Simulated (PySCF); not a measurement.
**Gas-phase XPS of ethylmethylacetylchloride, computed**

Species: ethylmethylacetylchloride, C₅H₉ClO.
Numbering: `[CH3:1][CH2:2][C@H:3]([CH3:4])[C:5](=[O:6])[Cl:7]`

Computed, not measured: delta-SCF UKS SCAN, pcX-2 on the ionised atom, pcseg-1 elsewhere, spin-free X2C (PySCF). Binding energies are ΔSCF values: E(core-ionised, relaxed orbitals) − E(ground state) at a fixed geometry, referred to the vacuum level.

Problem. List the computed XPS lines with their assignment.

Solution. 
```tsv
atom(s)	bonded to	level	binding energy (eV)	2p1/2 (eV)	above the level's lowest (eV)	count
Cl7	C	Cl 2p3/2	205.92	207.57	0.00	1
C1	C and 3 H	C 1s	290.92	–	0.00	1
C2	2 C and 2 H	C 1s	291.07	–	+0.15	1
C4	C and 3 H	C 1s	291.15	–	+0.23	1
C3	3 C and H	C 1s	291.56	–	+0.64	1
C5	O (double bond), Cl and C	C 1s	294.78	–	+3.86	1
O6	C (double bond)	O 1s	538.66	–	0.00	1
Cl7	C	Cl 1s	2828.48	–	0.00	1
```

The listed C 1s values span 3.86 eV, from C1 (bonded to C and 3 H) to C5 (bonded to O (double bond), Cl and C). The widest gap between neighbouring values is 3.22 eV, between 291.56 and 294.78 eV.

Problem. Give the binding energy of C 1s of C2 in hartree and in kJ/mol.

Solution. 291.07 eV = 10.6966 Eh = 28084 kJ/mol.

Problem. Which photon energy gives electrons from C 1s of C2 a kinetic energy of 50 eV, and what is their de Broglie wavelength?

Solution. hν = 291.07 + 50 = 341.07 eV, recoil neglected; λ = 12.264 Å/√(E/eV) = 1.73 Å.

The 2p values aren't plain energy differences: one relaxed spin-free 2p hole is combined with a matrix within the shell (ground-state 2p orbital-energy differences and spin–orbit coupling). 2p3/2, the mean of its two sublevels, lies a third of the splitting below the shell's mean and 2p1/2 two thirds above it; the statistical areas are 2:1. 2p1/2 minus 2p3/2 (ligand field included): Cl 1.65 eV. Geometry: PBE0-D3(BJ)/def2-SVP, one conformer, isolated molecule.

Conformer computed: `[CH3:1][CH2:2][C@H:3]([CH3:4])[C:5](=[O:6])[Cl:7]`: C1–C2–C3–C4 180°, C2–C3–C5–O6 -121°.
